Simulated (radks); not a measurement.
Spherical quantum dot in the effective-mass picture: electrons in a parabolic well V = omega^2 r^2 / 2 with omega = 0.164, all in effective atomic units (hartree* = m*/eps^2 hartree, bohr* = eps/m* bohr), one dielectric constant everywhere. Method: non-relativistic Kohn-Sham, LDA (Slater exchange, Perdew-Wang correlation), spin-polarised, spherical densities; computed with a radial shooting solver with Libxc functionals. Levels are named by radial order and angular momentum (1s, 1p, 1d, 2s, ...), and open shells are averaged over m.

N = 22, configuration 1s2 1p6 1d10 2s2 1f(up 2, down 0). This is the lowest configuration that the search found. Occupied and some empty levels:

level    occupation  eigenvalue (hartree*)  <r> (bohr*)
1s up             1                 3.3366        6.016
1s down           1                 3.3408        5.917
1p up             3                 3.3721        6.890
1p down           3                 3.3776        6.845
1d up             5                 3.4202        7.486
1d down           5                 3.4264        7.469
2s up             1                 3.4546        5.727
2s down           1                 3.4575        5.779
1f up             2                 3.4787        7.956
1f down           0                 3.4852        7.954
2p up             0                 3.5267        6.551
2p down           0                 3.5299        6.563
1g up             0                 3.5463        8.355
1g down           0                 3.5529        8.363
2d up             0                 3.6041        7.239
2d down           0                 3.6077        7.239

Energy (hartree*): total 45.3266, kinetic 2.1574, external 15.946, Hartree 30.765, exchange-correlation -3.5414.
